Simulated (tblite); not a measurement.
Isomers of C7H6F (doublet state). Level: GFN2-xTB in tblite, geometry and Hessian alike; calculated harmonic values, unscaled, isolated species. Against measured fundamentals such values can be off by several per cent, at times by over 20. One conformer each. Open shells enter through the occupations alone, without spin polarisation, and single modes of such species can be off by tens of per cent.

Electronic energies: GFN2-xTB at the same geometries; isomer energies are rough at this level and their order can be wrong.

| SMILES | electronic energy, lowest = 0 (kcal/mol) |
| --- | --- |
| C#C[C@@H]1[CH][C@]12C[C@@H]2F | 93.4 |
| FCc1[c]cccc1 | 28.1 |
| [CH2]c1cccc(F)c1 | 0.0 |

Question: How do GFN2-xTB zero-point energies change the relative energies?

Answer: 
```tsv
SMILES	ZPE (kcal/mol)	of it from modes above 1550 cm⁻¹	electronic (kcal/mol)	with ZPE, lowest = 0 (kcal/mol)	lowest mode (cm⁻¹)	rings
[CH2]c1cccc(F)c1	64.9	29.0	0.0	0.0	176	1
FCc1[c]cccc1	65.3	28.3	28.1	28.5	30	1
C#C[C@@H]1[CH][C@]12C[C@@H]2F	62.7	32.3	93.4	91.1	87	2
```

The zero-point energies span 2.6 kcal/mol, from `C#C[C@@H]1[CH][C@]12C[C@@H]2F` to `FCc1[c]cccc1`. The order is unchanged.

Question: What do entropy and thermal enthalpy add at 298.15 K and 1 bar (rigid rotor, harmonic oscillator, one conformer each)?

Answer: 
```tsv
SMILES	point group	symmetry number	S (cal/(mol K))	H − H(0) (kcal/mol)	ZPE + H − H(0) − TS (kcal/mol)
[CH2]c1cccc(F)c1	Cs	1	81.8	4.80	45.3
FCc1[c]cccc1	Cs	1	85.7	4.96	44.7
C#C[C@@H]1[CH][C@]12C[C@@H]2F	C1	1	88.5	5.60	41.9
```

S holds R ln(2S + 1) for the spin.
